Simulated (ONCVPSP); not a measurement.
# caesium: one change to an ONCV potential, before and after

| Property | Result |
| --- | --- |
| Element | caesium |
| Generator | ONCVPSP 4.0.1 |
| Type | optimised norm-conserving Vanderbilt (ONCV) |
| Functional | PBE |
| Relativity | scalar-relativistic |
| Frozen core | [Kr] 4d10 |
| Valence charge | 9 |
| Reference configuration | 5s2 5p6 6s0.75 6p0.25 |
| Partial waves | 5s+6s: rc 3.15 bohr, ncon 4, nbas 7, qcut 3.1 1/bohr, 2 projectors; 5p+6p: rc 4.00 bohr, ncon 4, nbas 8, qcut 3.3 1/bohr, 2 projectors; d scattering state at 0.05 Ha: rc 4.05 bohr, ncon 4, nbas 9, qcut 2 1/bohr, 1 projector |
| Local potential | polynomial inside 2.10 bohr (lpopt 5, dvloc0 6 Ha) |
| Core correction | polynomial model core, fcfact 0.25 |

All-electron outer shells of the reference configuration (PBE, scalar-relativistic, ld1.x):

```
shell  level (eV)  outermost node (bohr)  outermost maximum (bohr)
   4d      -74.58                   0.33                      0.72
   5s      -27.06                   0.82                      1.54
   5p      -13.84                   0.89                      1.79
   6s       -2.25                   2.11                      4.74
   6p       -0.90                   2.60                      6.72
```

Change: p: rc 5.64.

Cutoffs: the cutoffs (Ha) at which the residual kinetic energy of the hardest occupied pseudo-wave falls to 1 and 0.1 mHa per electron; they do not see the model core or the augmentation charge, which bear on the density cutoff. Errors are all-electron minus pseudo energies relative to the spin-unpolarised reference configuration.

**Question.** What does the change do?

**Answer.** The potential gets softer (3.6 Ha and 4.4 Ha → 2.8 Ha and 4.4 Ha); of the 4 tests that both files solve, the error grows in 4 and shrinks in 0 by more than 15 % and 0.3 meV (median size 0.7 → 2.3 meV); neither file shows a bound ghost. A larger radius leaves more room for a smooth pseudo-wave, so fewer plane waves are needed. More of the atom is replaced by a form fitted at one configuration, so other configurations suffer.

```tsv
quantity	base	changed
cutoff, loose	3.6 Ha	2.8 Ha
cutoff, tight	4.4 Ha	4.4 Ha
loose cutoff by channel	s 2.3 Ha, p 3.6 Ha	s 2.3 Ha, p 2.8 Ha
bound ghosts	none	none
GHOST(+) flags under 300 eV	none	none
error for 5s2 5p6 6s1 6p0, meV [ΔE -0.34 eV]	-0.1	-0.4
error for 5s2 5p6 6s0 6p0, meV [ΔE 3.53 eV]	-1.2	-13
error for 5s2 5p6 6s0.5 6p0, meV [ΔE 1.13 eV]	-0.1	-1.8
error for 5s2 5p6 5d0.5 6s0.5 6p0, meV [ΔE 0.50 eV]	-2.4	-2.8
s: phases at 3.20 bohr within 0.05 rad from the reference energy up to (Ha; the scan ends near 5)	2.0	2.0
d: phases at 4.12 bohr within 0.05 rad from the reference energy up to (Ha; the scan ends near 5)	0.4	0.4
rms error of d²Exc/dni dnj with the model core, mHa	1.44	1.74
```
